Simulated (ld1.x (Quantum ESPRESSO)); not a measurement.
## An all-electron radial function and its pseudo partner (antimony)

Columns: radius, all-electron u(r) and pseudo u(r) of the 4p shell (level -101.79 eV) of antimony in the configuration [Ar] 3d10 4s2 4p6 4d10 5s2 5p3; PBE, scalar-relativistic, PAW scheme, ld1.x (Quantum ESPRESSO) 7.5.

```
r (bohr)  all-electron  pseudo
   0.093        0.3183  0.0234
   0.185       -0.5187  0.0901
   0.278       -0.6372  0.1937
   0.370       -0.1612  0.3206
   0.463        0.4333  0.4591
   0.555        0.8875  0.5915
   0.648        1.1522  0.7069
   0.740        1.2461  0.7916
   0.833        1.2225  0.8405
   0.925        1.1293  0.8498
   1.018        1.0010  0.8220
   1.110        0.8637  0.7636
   1.203        0.7290  0.6822
   1.295        0.6071  0.5900
   1.388        0.4988  0.4947
   1.480        0.4069  0.4066
   1.573        0.3290  0.3290
   1.665        0.2651  0.2651
   1.758        0.2121  0.2121
   1.850        0.1695  0.1695
   1.943        0.1347  0.1347
   2.035        0.1071  0.1071
   2.128        0.0846  0.0846
   2.220        0.0670  0.0670
   2.313        0.0528  0.0528
   2.405        0.0417  0.0417
```

How many radial nodes do the two functions have?

The all-electron 4p function has n − l − 1 = 2; the pseudo-wave has 0, since the states of the same l below it are removed with the core.

At about which radius was the pseudo-wave matched?

1.65 bohr. The columns agree to 0.0005 from 1.48 bohr on; several derivatives are matched, so the curves merge somewhat inside the radius.

Is the pseudo-wave norm-conserving?

No, it belongs to a PAW set: the norm inside the radius is not constrained, and the difference is carried by the augmentation charge.
